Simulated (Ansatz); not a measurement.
Program: Ansatz. Geometries: PBE0-D4/def2-TZVP. ΔE: electronic, gas phase. CCSD(T)/CBS adds triple-zeta CCSD(T) − MP2 to the extrapolated MP2 energy (def2 sets, frozen cores). This one scheme is used for every species. DFT in def2-TZVPP. B3LYP here is the variant with VWN-RPA as its local correlation; programs differ in this. HSE06 is defined as in plane-wave codes. One conformer a species, not always the lowest.

`[AlH2][NH][SiH3]` + `FBC[SiH3]` → `FB([SiH3])C[SiH3]` + `[NH2][AlH2]`  (formal exchange of groups at the Si–N bond)

Task: Is it downhill or uphill in electronic energy at CCSD(T)/CBS, and by how much? (Estimate.)

Result: The calculation gave: Uphill: ΔE = +18.3 kcal/mol.

Task: What do these levels give: r2SCAN-D4, B3LYP-D4, HSE06-D4, ωB97X-V, PBE-QIDH, revPBE, BLYP, PBE0, r2SCANh, RPA@PBE/def2-TZVPP, MP2/def2-QZVPP, CCSD/CBS(def2)? (An estimate is asked.)

Result: The calculation gave: r2SCAN-D4 16.7, B3LYP-D4 17.3, HSE06-D4 15.5, ωB97X-V 17.4, PBE-QIDH 18.4, revPBE 13.9, BLYP 16.5, PBE0 15.8, r2SCANh 17.4, RPA@PBE/def2-TZVPP 18.3, MP2/def2-QZVPP 20.4, CCSD/CBS(def2) 18.9 kcal/mol.

Largest T1 diagnostic among the species: 0.013.

From BLYP to BHLYP (50 % exact exchange), in def2-TZVPP and without D4, ΔE moves by +3.6 kcal/mol. At CCSD(T), def2-SVP lies −0.8 kcal/mol from the extrapolated value and def2-TZVPP +0.0 kcal/mol. Leaving LDA and LC-ωPBE aside and taking each functional with its dispersion term where it has one, the values, not all of them listed here, spread over 6.1 kcal/mol, from PBE-D4 to BHLYP-D4.
